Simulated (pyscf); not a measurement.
F–Ga (SMILES [F][Ga]) [singlet] + HO–SiH₃ (SMILES O[SiH3]) → F–GaH–O–SiH₃ (SMILES [F][GaH][O][SiH3]), an insertion (singlet surface; H–O broken, Ga–O, Ga–H formed). Optimised with ωB97X-D3(BJ)/def2-SVP in PySCF. Correlated levels are frozen-core, on RHF or UHF. ΔMP2 is the change of the MP2 total energy from the triple- to the quadruple-zeta basis. Energies in eV from the separated reactants.

AM1 to PM7: differences of heats of formation from MOPAC, which are fitted to 298 K values and so differ in kind from electronic energies by zero-point and thermal terms. 

Problem. In single points PM7 puts the saddle at 0.47 eV and the reaction energy at -1.40 eV. Should these be trusted to within a few kcal/mol? Compare with CCSD(T)/def2-TZVPP + ΔMP2(QZVPP).

Solution. CCSD(T)/def2-TZVPP + ΔMP2(QZVPP) gives ΔE‡ = 1.82 eV and ΔE = -0.65 eV. PM7 lies 1.35 eV under it in the barrier and 0.75 eV under it in the reaction energy, so on this step it does not hold to within 0.13 eV. CCSD(T)/def2-TZVPP + ΔMP2(QZVPP) has limits of its own. On the reactant side the descent ends in a complex (not fully relaxed), 0.33 eV under the separated species and 2.13 eV under the saddle at ωB97X-D3(BJ)/def2-TZVP. This is the saddle that the search found; another between the same sides may lie lower. The CCSD(T) − MP2 part came from Ansatz, without density fitting, on the same reference. The frozen core leaves the outer d or s,p core shells of the metals and heavy elements correlated in the MP2 and CC values, and def2-TZVPP describes them poorly, which can shift differences by a few kcal/mol. In the def2 sets elements up to Kr have no core potential.
